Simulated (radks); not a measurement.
Results of a calculation; reference values are marked as such.
Problem. Neutral erbium: order these configurations by energy. Code: a radial shooting solver on a logarithmic mesh with Libxc functionals. Model: scalar-relativistic Kohn-Sham, r2SCAN, spin-polarised, spherical densities, finite nucleus; meta-GGA in the generalised Kohn-Sham scheme; Fermi nuclear charge, rms radius of each element as measured or else 0.836 A^(1/3) + 0.57 fm. Open shells are filled with parallel spins first. [Xe] 4f11 5d1 6s2; [Xe] 4f11 6s2 6p1; [Xe] 4f12 5d1 6s1; [Xe] 4f12 6s1 6p1; [Xe] 4f12 6s2.

Solution. From the lowest, in eV above it: [Xe] 4f12 6s2 0.000; [Xe] 4f12 6s1 6p1 2.013; [Xe] 4f12 5d1 6s1 2.348; [Xe] 4f11 5d1 6s2 3.218; [Xe] 4f11 6s2 6p1 4.547.
